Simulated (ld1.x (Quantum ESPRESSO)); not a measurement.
**Before and after: TM semilocal potential for Os**

ld1.x (Quantum ESPRESSO) 7.5 input, shortened:

```
&input
   title='Os', zed=76., rel=1, dft='PZ', iswitch=3,
   config='[Xe] 4f14 5d6 6s1.5 6p0.5'
 /
 &inputp
   pseudotype=1, tm=.true., lloc=0,
   nlcc=.true., new_core_ps=.true.
 /
3
6P  2  1   0.50   0.00  2.55  2.55  0.0
5D  3  2   6.00   0.00  1.80  1.80  0.0
6S  1  0   1.50   0.00  1.85  1.85  0.0
 &test
   configts(1)='5d6 6s1.5 6p0.5'
 /
```

Change: wave 6s (bound): rc 1.85 bohr becomes 6s (bound): rc 2.46 bohr.

Cutoffs: the cutoffs (Ry, on a coarse ladder) from which the occupation-weighted sum of valence levels, in a spherical-Bessel basis at the reference potential, stays within 10 and 1 mRy of its value at 400 Ry; they do not see the model core or the augmentation charge, which bear on the density cutoff. Errors are all-electron minus pseudo energies relative to the spin-unpolarised reference configuration.

Task: Predict the effect on cutoff, ghosts and configuration errors.

Result: The potential gets softer (40 Ry and 70 Ry → 35 Ry and 45 Ry); of the 9 tests that both files solve, the error grows in 7 and shrinks in 2 by more than 15 % and 0.3 meV (median size 8.2 → 11.9 meV); the range in which the s phases agree widens (upper end 0.7 → 2.5); neither file shows a bound ghost. A larger radius leaves more room for a smooth pseudo-wave, so fewer plane waves are needed. A semilocal file is local in each channel, so a ghost entry of none says nothing of the separable form that plane-wave codes build from it.

```csv
quantity,base,changed
"cutoff, loose",40 Ry,35 Ry
"cutoff, tight",70 Ry,45 Ry
loose cutoff by channel (10 mRy a level),"p 6 Ry, d 30 Ry, s 18 Ry","p 6 Ry, d 30 Ry, s 8 Ry"
bound ghosts,none,none
"error for 5d6 6s2 6p0, meV [ΔE -2.53 eV]",+0.7,0.0
"error for 5d6 6s1 6p0, meV [ΔE 7.33 eV]",-4.8,-7.1
"error for 5d6 6s0 6p0, meV [ΔE 24.62 eV]",-22,-36
"error for 5d5 6s2 6p0, meV [ΔE 8.78 eV]",+1.9,-40
"error for 5d7 6s0 6p0, meV [ΔE 6.87 eV]",-65,-100
"error for 5d6 6s0 6p1, meV [ΔE 13.58 eV]",-1.4,-8.0
"error for 5d6.5 6s1.5 6p0, meV [ΔE -2.46 eV]",-8.7,-12
"error for 5d6 6s1.5 6p0.5 (spin-polarised), meV [ΔE -2.56 eV]",+23,+31
"error for 5d6 6s2 6p0 (spin-polarised), meV [ΔE -4.55 eV]",+8.2,+6.8
s: phases at 2.75 bohr within 0.05 rad from the reference energy up to (Ry; the scan ends near 5),0.7,2.5
p: phases at 2.75 bohr within 0.05 rad from the reference energy up to (Ry; the scan ends near 5),0.6,0.6
d: phases at 2.75 bohr within 0.05 rad from the reference energy up to (Ry; the scan ends near 5),to the end of the scan,to the end of the scan
```
